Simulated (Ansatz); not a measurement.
ClFH5NSi2, SMILES [SiH2](F)[Si@@H](N)Cl.

Coordinates come from a r2SCAN-D4/def2-SVP optimisation. The structure was generated by enumeration; whether it is a known compound was not checked. The values are those of a single conformer.

Two levels are set side by side: PBE/def2-SVPD (Ansatz, a program for electronic structure) and PBE0/def2-SVPD (Ansatz). Energy differences of separate SCF runs at the same geometry; the states with an electron removed or added have multiplicity 2 and 2. Differences are taken from unrounded values.

```json
[
 {"quantity": "vertical ionisation energy (eV)", "PBE0": "9.99", "PBE": "9.56", "PBE minus PBE0": "-0.43"},
 {"quantity": "vertical singlet–triplet gap (eV)", "PBE0": "5.41", "PBE": "4.99", "PBE minus PBE0": "-0.42"}
]
```
